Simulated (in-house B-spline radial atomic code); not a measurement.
Results of a calculation; reference values are marked as such.
Softness against transferability: the 3s channel of V

V, [Ar] 3d3 4s2, non-relativistic PBE, spherical and spin-unpolarised, from a B-spline radial code for spherical atoms (atomic units). The all-electron 3s level is ε = -2.541558 hartree, its outermost node lies just inside 0.39 bohr and its outer maximum at 0.82 bohr.

Troullier-Martins pseudo-orbitals are made for several radii. The cutoffs (hartree) are the plane-wave energies beyond which the orbital holds less than the named kinetic energy per electron. The phase error is the difference, pseudo minus all-electron, of arctan(R P'/P) at R = 1.45 bohr for all radii, half a hartree below and above the level.

| r_c (bohr) | V_l(0) (hartree) | cutoff for 10 mEh | for 1 mEh | for 0.1 mEh | phase error at ε − 0.5 (mrad) | at ε + 0.5 (mrad) |
| --- | --- | --- | --- | --- | --- | --- |
| 0.61 | -40.43 | 108 | 408 | > 450 | -5.7 | -1.1 |
| 0.71 | -5.54 | 69.6 | 152 | 324 | -3.0 | -0.5 |
| 0.82 | 6.56 | 48.4 | 76.9 | 138 | -1.9 | -0.3 |
| 0.93 | 5.75 | 46.9 | 74.4 | 133 | -2.3 | -0.4 |
| 1.03 | 2.86 | 37 | 66.4 | 116 | -3.5 | -0.6 |
| 1.15 | 0.07 | 24.2 | 55.3 | 93.6 | -7.1 | -1.2 |

Problem. Which radius needs the lowest cutoff for 1 mEh while both phase errors stay within 3.6 mrad?

Solution. The radii within that limit are 0.71, 0.82, 0.93, 1.03 bohr; of these r_c = 1.03 needs the least, 66.4 hartree, that is 133 Ry or 1807 eV.

Problem. What does the larger radius buy, and what does it cost?

Solution. From r_c = 0.61 to 1.15 bohr the cutoff for 1 mEh goes from 408 to 55.3 hartree, a factor of 7.38, against 3.55 for a pure 1/r_c² scaling, end to end; step by step it is 408, 152, 76.9, 74.4, 66.4, 55.3, and for 0.1 mEh > 450, 324, 138, 133, 116, 93.6; the number of plane waves goes as the cutoff to the power 3/2, here a factor of 20.0. The larger of the two phase errors is least at r_c = 0.82 bohr, 1.9 mrad; it is 5.7 at the smallest radius and 7.1 at the largest. These errors test the reference atom alone. The smallest radius lies well inside the outer maximum, where the nodeless form must bend sharply to keep the norm, so it is both harder and scatters less well than the next. Large radii also let the cores of neighbours overlap, which an atom doesn't show.
